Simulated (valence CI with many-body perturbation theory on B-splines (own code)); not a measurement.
**Forbidden lines of Nb¹⁸⁺**

Level of theory: relativistic CI+MBPT: five valence electrons over a frozen Dirac-Fock core [Ar], radial functions for each j: 7 s, 7 p, 8 d, 6 f, 4 g, 1 h, with the one-electron correlation potential Σ1, the two-electron term Σ2, the three-electron term Σ3, Breit, model QED; selected CI, second order for the rest, scaled by the run's own slope (own B-spline code, finite nucleus).

No measured levels were compared; by estimate terms of the open shell hold to 2 to 4 % of their energy, and close levels can change places. Only levels of the ground parity were solved; by the run's estimate the other parity begins above the list, which can be wrong where configurations are misplaced.

Lines 51 to 100 of 120 in falling wavelength, among levels below 43.281 eV, chosen from the decays that carry over 1 % of a level's rate. Wavelengths and rates use the calculated energies, so an error of 3000 cm⁻¹ moves a line at 255.0 nm by 7.6 % and its rate by three times that or more. S is in atomic units (e²a₀⁴ for E2 and M2, e²a₀⁶ for E3), for M1 in squared Bohr magnetons. Weak lines are less certain than strong ones. Lines between different terms over intervals too small for the method are left out, as are lines whose strength nearly cancels.

Names give the largest LS component (configuration and term), which can be under half, so a name can repeat, a term be missing and a line seem to break the LS rules; names also repeat where a configuration has a term twice. Letters in brackets count levels of one name in rising energy.

```csv
λ vac (nm),Upper,Lower,Type,A (s⁻¹),S (a.u.)
255.0,3d5 4D_5/2,3d5 4G_5/2 [a],M1,4.43e+01,1.63e-01
247.7,3d5 2I_11/2,3d5 4G_11/2,M1,1.77e+02,1.20e+00
244.6,3d5 2G_9/2 [a],3d5 4F_9/2,M1,2.46e+01,1.33e-01
239.4,3d5 2F_7/2 [c],3d5 4F_9/2,M1,1.82e+02,7.42e-01
236.8,3d5 2D_3/2 [a],3d5 4P_1/2,M1,9.04e+01,1.78e-01
229.7,3d5 2H_11/2,3d5 2I_13/2,M1,2.08e+02,1.12e+00
227.3,3d5 4D_3/2,3d5 4G_5/2 [a],M1,5.41e+01,9.43e-02
223.2,3d5 2F_7/2 [c],3d5 2F_7/2 [a],M1,9.99e+01,3.29e-01
219.9,3d5 4F_3/2,3d5 4D_3/2,M1,2.73e+02,4.30e-01
214.3,3d5 4F_5/2,3d5 4D_7/2,M1,1.04e+01,2.28e-02
212.2,3d5 2F_7/2 [b],3d5 4D_5/2,M1,3.33e+01,9.45e-02
210.2,3d5 2I_13/2,3d5 4G_11/2,M1,1.61e+01,7.74e-02
207.5,3d5 2F_5/2 [a],3d5 4P_3/2,M1,7.95e+01,1.58e-01
205.2,3d5 4F_3/2,3d5 4D_1/2,M1,1.56e+02,2.00e-01
203.1,3d5 2D_3/2 [a],3d5 4P_3/2,M1,4.40e+02,5.47e-01
199.8,3d5 2F_5/2 [a],3d5 4G_5/2 [b],M1,1.54e+03,2.74e+00
199.0,3d5 4F_3/2,3d5 4D_5/2,M1,1.46e+02,1.71e-01
197.1,3d5 2H_11/2,3d5 2I_11/2,M1,6.26e+02,2.13e+00
194.7,3d5 2F_7/2 [a],3d5 4G_9/2,M1,2.02e+02,4.43e-01
189.7,3d5 2H_9/2,3d5 4D_7/2,M1,6.53e+01,1.65e-01
187.7,3d5 2F_5/2 [a],3d5 4G_7/2,M1,3.03e+02,4.45e-01
185.9,3d5 2G_7/2 [a],3d5 4D_5/2,M1,6.20e+01,1.18e-01
182.6,3d5 2F_5/2 [b],3d5 4D_3/2,M1,8.98e+01,1.22e-01
179.4,3d5 2F_7/2 [b],3d5 4D_7/2,M1,4.23e+02,7.25e-01
176.1,3d5 4F_9/2,3d5 4G_11/2,M1,1.32e+02,2.68e-01
174.5,3d5 2G_9/2 [a],3d5 2I_11/2,M1,1.62e+02,3.19e-01
173.7,3d5 4F_9/2,3d5 4G_7/2,M1,8.87e+01,1.72e-01
168.0,3d5 2F_5/2 [b],3d5 4D_5/2,M1,5.10e+01,5.38e-02
160.3,3d5 2G_7/2 [a],3d5 4D_7/2,M1,1.20e+02,1.47e-01
158.6,3d5 2D_3/2 [a],3d5 4G_5/2 [a],M1,3.52e+02,2.08e-01
158.0,3d5 2F_7/2 [a],3d5 4G_5/2 [a],M1,1.95e+01,2.28e-02
146.8,3d5 2F_5/2 [b],3d5 4D_7/2,M1,9.34e+01,6.57e-02
146.0,3d5 4F_5/2,3d5 4G_7/2,M1,1.81e+02,1.25e-01
145.2,3d5 2F_7/2 [c],3d5 4D_5/2,M1,3.41e+01,3.09e-02
140.0,3d5 2H_9/2,3d5 4G_9/2,M1,4.96e+02,5.05e-01
135.5,3d5 2H_9/2,3d5 4G_11/2,M1,1.80e+02,1.66e-01
134.5,3d5 2F_7/2 [b],3d5 4G_5/2 [b],M1,2.04e+01,1.47e-02
134.4,3d5 2F_7/2 [b],3d5 4G_9/2,M1,5.70e+02,4.10e-01
134.1,3d5 2H_9/2,3d5 4G_7/2,M1,2.07e+02,1.85e-01
132.2,3d5 4F_3/2,3d5 4P_3/2,M1,1.59e+01,5.45e-03
130.6,3d5 2G_9/2 [a],3d5 4D_7/2,M1,1.78e+02,1.47e-01
129.1,3d5 2F_7/2 [c],3d5 4D_7/2,M1,1.14e+01,7.26e-03
129.0,3d5 4F_3/2,3d5 4G_5/2 [b],M1,4.83e+01,1.54e-02
128.9,3d5 2F_7/2 [b],3d5 4G_7/2,M1,1.01e+02,6.42e-02
123.3,3d5 2G_7/2 [a],3d5 4G_9/2,M1,1.20e+02,6.68e-02
118.7,3d5 2G_7/2 [a],3d5 4G_7/2,M1,4.16e+01,2.07e-02
118.3,3d5 4G_5/2 [a],3d5 6S_5/2,M1,5.34e+02,1.97e-01
117.8,3d5 2F_5/2 [b],3d5 4P_3/2,M1,3.17e+01,1.15e-02
115.2,3d5 2F_5/2 [b],3d5 4G_5/2 [b],M1,5.38e+01,1.83e-02
112.7,3d5 2H_11/2,3d5 4G_9/2,M1,2.62e+02,1.67e-01
```
